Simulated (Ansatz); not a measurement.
Ansatz (a first-principles code) input:

Ansatz 0.2 input:
```yaml
crystal:
  periodic: [false, false, false]
  atoms:
    - {symbol: C, position_ang: [-1.76096320, -0.62752026, -0.74995001]}
    - {symbol: C, position_ang: [-0.97492514, -0.42879485, 0.31161251]}
    - {symbol: B, position_ang: [0.51655861, 0.17252901, 0.32311604]}
    - {symbol: O, position_ang: [1.22616340, 0.33975431, 1.39020140]}
    - {symbol: O, position_ang: [0.96638906, 0.50373160, -1.01168082]}
    - {symbol: H, position_ang: [-1.41505609, -0.37596938, -1.74837538]}
    - {symbol: H, position_ang: [-2.76686091, -1.04195275, -0.67837252]}
    - {symbol: H, position_ang: [-1.38213316, -0.70255678, 1.28720403]}
    - {symbol: H, position_ang: [1.85616753, 0.84783719, -0.87417601]}
basis:
  gaussian:
    orbitals: aug-cc-pVDZ
total_charge: -1
magnetization: {spin_polarized: false}
correlation: {method: ccsd_t, electrons: outside_noble_gas}
```

Problem. Which total energy does the run end on?

Solution. -253.43430 Eh (CCSD(T)/aug-cc-pVDZ). The basis has 151 functions.

It need not be the lowest isomer of its formula. Whether it binds its extra electron was not tested at this geometry.
